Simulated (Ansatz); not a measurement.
Stepwise reaction of `[OH][W]([OH])([F])([Cl])([Cl])[Cl]` with water, as a gas-phase model of exchange steps in deposition or etching. ΔE in kJ/mol.

Program: Ansatz. Geometries: PBE0-D4/def2-TZVP. ΔE: electronic, gas phase. CCSD(T)/CBS adds triple-zeta CCSD(T) − MP2 to the extrapolated MP2 energy (def2 sets, frozen cores). This one scheme is used for every species. Functionals use def2-TZVPP. B3LYP here is the variant with VWN-RPA as its local correlation; programs differ in this. Elements past krypton have def2 core potentials. For W outer-core shells are correlated without core-valence functions, which leaves a few kJ/mol of doubt a bond. Each species was taken in one conformer, which may not be the lowest.

```json
{"step": "1", "reaction": "`[OH][W]([OH])([F])([Cl])([Cl])[Cl]` + H₂O → `[OH][W]([OH])([OH])([F])([Cl])[Cl]` + HCl", "PBE-D4": "-3.9", "B3LYP-D4": "-10.1", "ωB97M-V": "-14.5", "CCSD(T)/CBS": "-6.9"}
{"step": "2", "reaction": "`[OH][W]([OH])([OH])([F])([Cl])[Cl]` + H₂O → `[OH][W]([OH])([OH])([OH])([F])[Cl]` + HCl", "PBE-D4": "-0.1", "B3LYP-D4": "-2.9", "ωB97M-V": "-10.0", "CCSD(T)/CBS": "-5.3"}
{"step": "3", "reaction": "`[OH][W]([OH])([OH])([OH])([F])[Cl]` + H₂O → `[OH][W]([OH])([OH])([OH])([OH])[F]` + HCl", "PBE-D4": "25.5", "B3LYP-D4": "21.4", "ωB97M-V": "19.0", "CCSD(T)/CBS": "24.2"}
```

**Question.** By hand: ΔE of the 3 steps together at CCSD(T)/CBS.

**Answer.** (-6.9) + (-5.3) + (24.2) = 12.0 kJ/mol, or 4.0 kJ/mol a step.

In ΔE step 1 is the lowest and step 3 the highest. PBE-D4 differs from CCSD(T)/CBS by 1.3 to 5.2 kJ/mol a step. Isolated molecules leave out the surface, adducts and barriers. Largest T1 diagnostic: 0.022.
